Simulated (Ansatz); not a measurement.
Consider the isomerisation: `FC(F)=CC(F)(F)F` → `FC(F)=C(F)C(F)F`.

Computed with Ansatz on PBE0-D4/def2-TZVP structures; ΔE is electronic, products minus reactants. CCSD(T)/CBS is the MP2 limit (def2-TZVPP, def2-QZVPP) plus CCSD(T) − MP2 in def2-TZVPP, frozen cores. DFT in def2-TZVPP. HSE06 is defined as in plane-wave codes. One conformer a species, not always the lowest.

```json
{"level": "CAM-B3LYP-D4", "ΔE (kJ/mol)": "85.5", "difference from CCSD(T)/CBS": "-0.9"}
{"level": "r2SCAN", "ΔE (kJ/mol)": "90.9", "difference from CCSD(T)/CBS": "4.5"}
{"level": "PBE0", "ΔE (kJ/mol)": "85.8", "difference from CCSD(T)/CBS": "-0.6"}
{"level": "HSE06", "ΔE (kJ/mol)": "85.8", "difference from CCSD(T)/CBS": "-0.6"}
{"level": "CCSD(T)/def2-SVP", "ΔE (kJ/mol)": "100.8", "difference from CCSD(T)/CBS": "14.4"}
{"level": "MP2/def2-TZVPP", "ΔE (kJ/mol)": "93.2", "difference from CCSD(T)/CBS": "6.8"}
{"level": "SCS-MP2/def2-TZVPP", "ΔE (kJ/mol)": "88.4", "difference from CCSD(T)/CBS": "2.0"}
{"level": "CCSD/def2-TZVPP", "ΔE (kJ/mol)": "89.0", "difference from CCSD(T)/CBS": "2.6"}
{"level": "HF/def2-QZVPP", "ΔE (kJ/mol)": "93.0", "difference from CCSD(T)/CBS": "6.6"}
{"level": "MP2/CBS(def2)", "ΔE (kJ/mol)": "90.8", "difference from CCSD(T)/CBS": "4.4"}
{"level": "CCSD(T)/CBS", "ΔE (kJ/mol)": "86.4", "difference from CCSD(T)/CBS": "0"}
```

Largest T1 diagnostic among the species: 0.013.

From PBE to PBE0 (25 % exact exchange), in def2-TZVPP and without D4, ΔE moves by +5.9 kJ/mol. At CCSD(T), def2-SVP lies +14.4 kJ/mol from the extrapolated value and def2-TZVPP +2.4 kJ/mol. Leaving LDA and LC-ωPBE aside and taking each functional with its dispersion term where it has one, the values, not all of them listed here, spread over 18.4 kJ/mol, from BLYP-D4 to r2SCAN0-D4. LDA lies +8.8 kJ/mol from PBE without D4.

CCSD(T)/CBS has its own doubt, a few kJ/mol and more with outer-core shells, so smaller differences from it don't rank the levels.
